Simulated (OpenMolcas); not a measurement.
**Pt⁴⁺: effect of the active space**

```
Program             : OpenMolcas 26.06
Method              : SS-CASPT2, IPEA 0.25 Eh, imaginary shift 0.1 Eh
Basis               : ANO-R2
Scalar Hamiltonian  : X2C, finite nucleus
Spin-orbit coupling : RASSI with atomic mean-field integrals over the reference wave functions, term energies averaged over their components
```

A. 6 electrons in 5 orbitals (5d); 2S+1 = 5 even, 5 roots; 2S+1 = 3 even, 45 roots; 2S+1 = 1 even, 50 roots; closed shells correlated: 5s 5p; CASPT2 step roughly 40 core-seconds
B. 6 electrons in 10 orbitals (5d 6d); 2S+1 = 5 even, 5 roots; 2S+1 = 3 even, 45 roots; 2S+1 = 1 even, 49 roots; closed shells correlated: 5s 5p; CASPT2 step roughly 30 core-minutes

Energies in cm⁻¹ above 5d⁶ ⁵D₄.

```json
{"Level": "5d⁶ ⁵D₄", "A": "0.0", "B": "0.0"}
{"Level": "5d⁶ ⁵D₃", "A": "7630", "B": "7550"}
{"Level": "5d⁶ ⁵D₁", "A": "11040", "B": "10790"}
{"Level": "5d⁶ ⁵D₀ [74 %]", "A": "11130", "B": "10950"}
{"Level": "5d⁶ ³G₅ [52 %]", "A": "22120", "B": "22070"}
{"Level": "5d⁶ ³H₆", "A": "22670", "B": "22690"}
{"Level": "5d⁶ ³F₂(1) [67 %]", "A": "27130", "B": "26970"}
{"Level": "5d⁶ ³D₁ [73 %]", "A": "32890", "B": "32620"}
{"Level": "5d⁶ ³D₂ [64 %]", "A": "34030", "B": "33800"}
{"Level": "5d⁶ ³G₄ [57 %]", "A": "34220", "B": "34050"}
{"Level": "5d⁶ ³H₅ [52 %]", "A": "34930", "B": "34860"}
{"Level": "5d⁶ ³D₃ [74 %]", "A": "36160", "B": "36010"}
{"Level": "5d⁶ ³G₃ [52 %]", "A": "38120", "B": "37930"}
{"Level": "5d⁶ ¹I₆", "A": "40130", "B": "40150"}
{"Level": "5d⁶ ³P₀(2)", "A": "40440", "B": "41400"}
{"Level": "5d⁶ ³P₁(1) [72 %]", "A": "42490", "B": "42470"}
{"Level": "5d⁶ ¹F₃ [60 %]", "A": "42640", "B": "42380"}
{"Level": "5d⁶ ¹G₄(1) [56 %]", "A": "46570", "B": "46560"}
{"Level": "5d⁶ ¹D₂(1) [55 %]", "A": "47540", "B": "47560"}
{"Level": "5d⁶ ³P₁(2)", "A": "51030", "B": "50720"}
{"Level": "5d⁶ ³F₄(2)", "A": "55730", "B": "55750"}
{"Level": "5d⁶ ³F₂(2)", "A": "56300", "B": "55900"}
{"Level": "5d⁶ ³P₂(2) [72 %]", "A": "63570", "B": "63560"}
{"Level": "5d⁶ ³F₃(2) [57 %]", "A": "63890", "B": "63840"}
```

The spin-orbit steps hold different terms of 5d⁶ (B lacks a ¹S), which shifts levels as well.

Between A and B the level of the table that moves most is 5d⁶ ³P₀(2), by 960 cm-1 (lowest in A, highest in B). Moves below CASPT2's spread within the term are not significant.

CASPT2 breaks the degeneracy within a term, and the mean is taken; among the terms shown or strongly mixed into the levels shown the widest spread is 310 cm-1 (5d⁶ ¹G(1), A). Active for correlation alone: 6d; no level in the range computed is led by a configuration that fills it, so any true level of that kind is missing (holds for B). Levels of configurations outside the active space are missing. Levels that lie high or do not pair safely by name in every column are left out.

A share in square brackets marks a mixed level and gives the weight of the term that names it, the lowest over the columns. A number in round brackets counts repeated terms of one configuration in the order of the reference energies.
